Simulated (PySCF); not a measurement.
PySCF job for BrGe, SMILES [Ge][Br] (connectivity only; charge and spin as stated), charge +1, multiplicity 1, KT2/pcSseg-2. The structure is a stationary point at B3LYP-D3(BJ)/def2-TZVP. The multiplicity is an assumed one; other spin states were not compared.

```python
import numpy as np
from pyscf import gto, scf, dft
from pyscf.prop.nmr import rks as nmr

mol = gto.M(
    atom='''
    Ge    0.00000000    0.00000000   -1.16137466
    Br    0.00000000    0.00000000    1.06182827
    ''',
    basis='pcSseg-2',
    charge=1,
    spin=0,
    max_memory=1600,
    verbose=3,
)
mf = dft.RKS(mol, xc='kt2')
mf.grids.level = 3
mf.conv_tol = 1e-10
mf.max_cycle = 100
mf.kernel()
n = nmr.NMR(mf)
n.verbose = 2
n.max_cycle_cphf = 60
sigma = n.kernel()
print('atom   isotropic/ppm   span/ppm')
for i, s in enumerate(sigma):
    w = np.linalg.eigvalsh((s + s.T) / 2)
    print(f'{mol.atom_symbol(i):2s}{i + 1:3d} {w.mean():14.3f} {w[2] - w[0]:11.3f}')
```

Output:

```
converged SCF energy = -4669.31412937465
atom   isotropic/ppm   span/ppm
Ge  1        784.376    2968.899
Br  2        710.340    3633.178
```

The run converged.

Cost: roughly 23 core-seconds.
